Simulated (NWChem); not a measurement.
# CH7FSi2; SMILES FC([SiH3])[SiH3]

All runs: NWChem. All runs use the structure optimised with PBE0/def2-SVP. Level: PBE0/def2-SVP with SMD (1 M gas to 1 M solution), gas-phase geometry. Reactions with the solvent are ignored.

### Question
What does the run give for solvent water? Quantities: solvation free energy (kcal/mol); cavity-dispersion-structure term (kcal/mol); dipole in solution (D).

### Answer
| Quantity | Value |
|---|---|
| solvation free energy (kcal/mol) | 2.1 |
| cavity-dispersion-structure term (kcal/mol) | 4.3 |
| dipole in solution (D) | 1.85 |
